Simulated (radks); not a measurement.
Neutral molybdenum, 42 electrons, occupied as [Kr] 4d5 5s1 (the NIST ground configuration).

Method: scalar-relativistic Kohn-Sham, LDA (Slater exchange, Perdew-Zunger correlation), spin-polarised, spherical densities, finite nucleus; open shells are filled with parallel spins first (spin-orbit coupling, left out, can overturn this in heavy ions); Fermi nuclear charge, rms radius 4.4091 fm; computed with a radial shooting solver on a logarithmic mesh with Libxc functionals.

Energy parts (Ry):
total: -8089.01098
kinetic: 8337.80182
electron-nucleus: -19504.42094
Hartree: 3316.37222
exchange-correlation: -238.76409

Orbitals (lengths in bohr, moments of r in powers of bohr; <r^-3> diverges for s and p1/2):
| orbital | occ. | eigenvalue (Ry) | <1/r> | <r^-3> |
|---|---|---|---|---|
| 1s up | 1 | -1454.819 | 43.50 | - |
| 1s down | 1 | -1454.817 | 43.50 | - |
| 2s up | 1 | -205.4953 | 9.792 | - |
| 2s down | 1 | -205.4611 | 9.793 | - |
| 2p up | 3 | -183.8455 | 9.528 | 2548 |
| 2p down | 3 | -183.8188 | 9.528 | 2548 |
| 3s up | 1 | -34.90305 | 3.360 | - |
| 3s down | 1 | -34.87785 | 3.360 | - |
| 3p up | 3 | -27.81037 | 3.198 | 424.3 |
| 3p down | 3 | -27.78299 | 3.199 | 424.3 |
| 3d up | 5 | -16.23249 | 2.967 | 56.37 |
| 3d down | 5 | -16.19598 | 2.968 | 56.39 |
| 4s up | 1 | -4.76961 | 1.232 | - |
| 4s down | 1 | -4.59250 | 1.240 | - |
| 4p up | 3 | -2.87853 | 1.086 | 60.67 |
| 4p down | 3 | -2.68473 | 1.096 | 62.01 |
| 4d up | 5 | -0.34201 | 0.6948 | 3.575 |
| 4d down | 0 | -0.12642 | 0.6772 | 3.489 |
| 5s up | 1 | -0.35556 | 0.3717 | - |
| 5s down | 0 | -0.19006 | 0.3284 | - |

The highest occupied level is 4d up at -4.653 eV. The density falls to 0.001 e/bohr^3 at r = 4.64 bohr. The electron density at the nucleus is 9.227e+04 e/bohr^3 (large components only). Spin moment in Bohr magnetons: 6. For comparison, the ionisation energy in NIST's Atomic Spectra Database is 7.092 eV (measured). In exact Kohn-Sham theory the highest level is minus the ionisation energy, but local and semilocal functionals leave it too shallow, through self-interaction and a potential that decays too fast; potentials with the right tail come closer.
